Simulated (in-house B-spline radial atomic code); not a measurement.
## Ge²⁺: [Ne] 3s2 3p5 3d10 4s2 4p1 (an excited or competing configuration)

All numbers are computed (non-relativistic B97-1, spin-polarised, spherical fractional occupations, exact exchange averaged over the configuration; point nucleus) with a radial B-spline atomic code at the basis-set limit, not measured.

Screening seen three ways: the hydrogenic charge with the same mean radius, Z_r = [3n² - l(l+1)]/(2<r>), the one with the same energy, Z_e = n√(-2ε), and Slater's rules. Values are occupation-weighted means over spin.

| shell | electrons | ε (eV) | <r> (bohr) | Z_r | Z_e | Slater |
| --- | --- | --- | --- | --- | --- | --- |
| 1s | 2 | -10888 | 0.04785 | 31.35 | 28.29 | 31.70 |
| 2s | 2 | -1389.9 | 0.2136 | 28.08 | 20.21 | 27.85 |
| 2p | 6 | -1240.5 | 0.1852 | 27.00 | 19.10 | 27.85 |
| 3s | 2 | -201.75 | 0.6292 | 21.45 | 11.55 | 21.10 |
| 3p | 5 | -152.34 | 0.643 | 19.44 | 10.04 | 21.10 |
| 3d | 10 | -64.752 | 0.6934 | 15.14 | 6.54 | 11.85 |
| 4s | 2 | -33.113 | 1.885 | 12.73 | 6.24 | 6.85 |
| 4p | 1 | -23.839 | 2.174 | 10.58 | 5.29 | 6.85 |

The least bound orbital is 4p up at -23.84 eV, and it is also the most diffuse (<r> = 2.174 bohr). The part-filled 3p shell lies below the filled 4s shell in orbital energy.
